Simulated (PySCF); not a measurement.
A side-by-side comparison of computed properties.

First species: C4H7FOS.
SMILES: `CO/C(F)=C/SC`

Second species: C3H10Cl2Si2.
SMILES with atom numbers: `[SiH3:1][CH2:2][CH2:3][SiH2:4][CH:5]([Cl:6])[Cl:7]` (hydrogens: H8, H9, H10 on Si1; H11, H12 on C2; H13, H14 on C3; H15, H16 on Si4; H17 on C5)

Cartesian coordinates in Å at the GFN2-xTB level; atoms count from 1:
```xyz
17
C3H10Cl2Si2 angstrom
Si    -2.948    0.013    0.746
C     -1.455    0.151   -0.427
C     -0.125   -0.144    0.271
Si     1.346    0.022   -0.915
C      2.965   -0.319    0.074
Cl     4.345   -0.272   -1.041
Cl     3.167    0.929    1.320
H     -2.997   -1.343    1.297
H     -4.174    0.293   -0.002
H     -2.790    0.979    1.835
H     -1.416    1.152   -0.858
H     -1.576   -0.534   -1.267
H     -0.005    0.537    1.116
H     -0.158   -1.151    0.693
H      1.317   -0.981   -1.984
H      1.483    1.375   -1.451
H      3.015   -1.279    0.585
```

Levels: PBE0/def2-SVPD for dipole moment, HOMO energy, LUMO energy, HOMO–LUMO gap, static isotropic polarisability and electronic spatial extent ⟨r²⟩ about the centre of nuclear charge; TDDFT PBE0/def2-SVPD for lowest singlet excitation; TDA PBE0/def2-SVPD for lowest triplet excitation (Tamm–Dancoff); GFN2-xTB for rotational constant A and rotational constant C. Geometries: GFN2-xTB. Each species is one conformer at its optimised geometry, gas phase, non-relativistic unless stated; the electronic structure was computed with PySCF and density fitting.

Dipoles, sizes and rotational constants follow the conformer. The torsions of the flexible species, by atom-mapped SMILES:
- `[CH3:1][O:2]/[C:3]([F:4])=[CH:5]/[S:6][CH3:7]`: C1–O2–C3–F4 5°, C3–C5–S6–C7 168°
- `[SiH3:1][CH2:2][CH2:3][SiH2:4][CH:5]([Cl:6])[Cl:7]`: Si1–C2–C3–Si4 -179°, C2–C3–Si4–C5 178°, C3–Si4–C5–Cl6 176°

Values for the first species:

| Quantity | Value |
| --- | --- |
| Dipole moment | 1.75 D |
| HOMO energy | -5.56 eV |
| LUMO energy | 0.55 eV |
| HOMO–LUMO gap | 6.11 eV |
| Lowest singlet excitation | 4.84 eV |
| Lowest triplet excitation (Tamm–Dancoff) | 3.77 eV |
| Static isotropic polarisability | 80.4 au |
| Electronic spatial extent ⟨r²⟩ about the centre of nuclear charge | 1285 bohr² |
| Rotational constant A | 6.900 GHz |
| Rotational constant C | 0.873 GHz |

Q: Estimate the same properties for the second species, and the change in each.

A: 
```json
{"property": "dipole moment", "first": "1.75 D", "second": "2.17 D", "second less first": "+0.42 D"}
{"property": "HOMO energy", "first": "-5.56 eV", "second": "-7.87 eV", "second less first": "-2.31 eV"}
{"property": "LUMO energy", "first": "0.55 eV", "second": "-0.32 eV", "second less first": "-0.87 eV"}
{"property": "HOMO–LUMO gap", "first": "6.11 eV", "second": "7.55 eV", "second less first": "+1.44 eV"}
{"property": "lowest singlet excitation", "first": "4.84 eV", "second": "6.21 eV", "second less first": "+1.37 eV"}
{"property": "lowest triplet excitation (Tamm–Dancoff)", "first": "3.77 eV", "second": "5.66 eV", "second less first": "+1.89 eV"}
{"property": "static isotropic polarisability", "first": "80.4 au", "second": "120.7 au", "second less first": "+40.3 au"}
{"property": "electronic spatial extent ⟨r²⟩ about the centre of nuclear charge", "first": "1285 bohr²", "second": "2819 bohr²", "second less first": "+1534 bohr²"}
{"property": "rotational constant A", "first": "6.900 GHz", "second": "2.700 GHz", "second less first": "-4.200 GHz"}
{"property": "rotational constant C", "first": "0.873 GHz", "second": "0.370 GHz", "second less first": "-0.503 GHz"}
```

On the first: The principal polarisabilities are 56.9, 67.1 and 117.4 au; their mean is the isotropic value. The vertical singlet–triplet gap S1 − T1 is 1.07 eV (TDDFT singlet less Tamm–Dancoff triplet).

On the second: The principal polarisabilities are 96.5, 113.5 and 152.2 au; their mean is the isotropic value. S1 lies 1.34 eV below the HOMO–LUMO gap; its leading configuration is HOMO→LUMO, weight 0.86.
